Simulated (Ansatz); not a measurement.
`C#CC(C)(C)F` + `O[SiH2]F` → `C#CO[SiH2]F` + `CC(C)F` at 500 K and 1 bar (substitution at a C–C bond).

Gas-phase electronic energies from Ansatz, PBE0-D4/def2-TZVP geometries. CCSD(T)/CBS is the MP2 limit (def2-TZVPP, def2-QZVPP) plus CCSD(T) − MP2 in def2-TZVPP, frozen cores. One conformer a species, not always the lowest.

| species | CCSD(T)/CBS energy (Eh) | H − E (kJ/mol) | S (J/(mol·K)) |
| --- | --- | --- | --- |
| `C#CC(C)(C)F` | -294.20488 | 323.8 | 404.6 |
| `O[SiH2]F` | -465.96250 | 118.8 | 315.1 |
| `C#CO[SiH2]F` | -541.96553 | 154.9 | 386.4 |
| `CC(C)F` | -218.16942 | 288.0 | 344.0 |

H − E and S are ideal-gas, rigid-rotor, harmonic terms from PBE0-D4/def2-TZVP, for one conformer and one mirror image of each species. 1 Eh = 2625.50 kJ/mol, R = 8.31446 J/(mol·K).

Task: By hand: ΔE, ΔH, ΔS and ΔG.

Result: ΔE = (-541.96553) + (-218.16942) − (-294.20488) − (-465.96250) = 0.03243 Eh = 85.1 kJ/mol. Δ(H − E) = 154.9 + 288.0 − 323.8 − 118.8 = 0.3, so ΔH = 85.4 kJ/mol. ΔS = 386.4 + 344.0 − 404.6 − 315.1 = 10.7 J/(mol·K). ΔG = 85.4 − 500 × (10.7)/1000 = 80.1 kJ/mol.

Task: By hand: the equilibrium constant, and the temperature at which ΔG would vanish if ΔH and ΔS stayed fixed.

Result: log₁₀ K = −ΔG/(RT ln 10) = -8.4. ΔG = 0 at ΔH/ΔS = 7981 K, far beyond where these terms or the molecules hold.

The number of gas molecules stays the same, so ΔS is small and ΔH decides. A doubt of 5 kJ/mol in ΔE shifts log₁₀ K by 0.5 here. Other conformers and mirror images would add mixing entropy, several J/(mol·K) or more a flexible species. Modes under 60 cm⁻¹, often nearly free rotors, make the harmonic entropy too high. These are equilibria of isolated gas molecules and say nothing of rates. Largest T1 diagnostic: 0.013 (customary marks: 0.02 for closed shells, 0.045 for open ones).
